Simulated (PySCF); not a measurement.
Ga⁺: excitation energy

Ga⁺ [Ar] 3d10 4s2 (1S) → Ga⁺ [Ar] 3d10 4s1 4p1 (3P), as a difference of total energies. Calculation: PySCF 2.14, in aug-cc-pVTZ-PP with one added diffuse shell each of s, d, f type with ECP10MDF (7s5p5d3f, 68 functions); scalar relativity through the core potential. Correlated levels: valence: 3s2 3p6 3d10 frozen. The calculations carry no spin-orbit coupling.

```
           method  excitation energy (cm⁻¹)  error (cm⁻¹)
              UHF                     37087        -11197
    MP2 (valence)                     42400         -5885
SCS-MP2 (valence)                     43924         -4360
   CCSD (valence)                     44412         -3872
```

Reference: 48284 cm⁻¹ (measured; NIST levels, between the centres of gravity of the two terms).

Errors of the correlated levels include the incompleteness of this basis and the frozen core.

With two correlated electrons CCSD is exact in that space.
